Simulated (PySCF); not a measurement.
Computed shifts of a molecule C4H4Cl2, PBE0/pcSseg-1 (PySCF), GIAO, gas phase, atoms alike by connectivity averaged where their shifts nearly agree, in ppm (number of nuclei): ¹³C: 151.4 (1), 136.0 (1), 135.1 (1), 129.4 (1). ¹H: 6.38 (1), 6.32 (1), 5.87 (2). References: ¹³C against TMS (σ = 186.3 ppm); ³⁵Cl against HCl (σ = 945.9 ppm); ¹H against TMS (σ = 31.56 ppm), references at their B3LYP-D3(BJ)/def2-TZVP geometries, non-relativistic (without spin–orbit terms, shifts of atoms bonded to Cl or Br come out too high). Geometry optimised at ωB97X-D3(BJ)/def2-SVP. Other conformers were not sampled.

Task: Pick the molecule that these values belong to.
A. C=C(Cl)/C=C\Cl
B. CC=C=C(Cl)Cl
C. C#CCC(Cl)Cl
D. C=C=C(Cl)CCl

Result: A, C=C(Cl)/C=C\Cl
